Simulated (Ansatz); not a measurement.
## Ansatz (development build ahead of 0.2.0) run

```yaml
crystal:
  periodic: [false, false, false]
  atoms:
    - { symbol: Mn, position_ang: [0.0, 0.0, 0.0] }
    - { symbol: Cl, position_ang: [0.0, 0.0, 2.24] }
basis:
  gaussian: { orbitals: cc-pVTZ }
magnetization:
  spin_polarized: true
  initial_magnetization: 6
hamiltonian:
  xc: hf
correlation:
  method: ccsd_t
  frozen_orbitals: { Cl: 5, Mn: 5 }
```

The input is written out in the form of the current development build from the run's settings.

Results

- Converged: yes
- Reference energy: -1609.46990 hartree
- CCSD correlation energy: -0.64284 hartree
- Triples correction: -0.01894 hartree
- Total energy: -1610.13168 hartree
- Spin squared of the determinant: 12.004
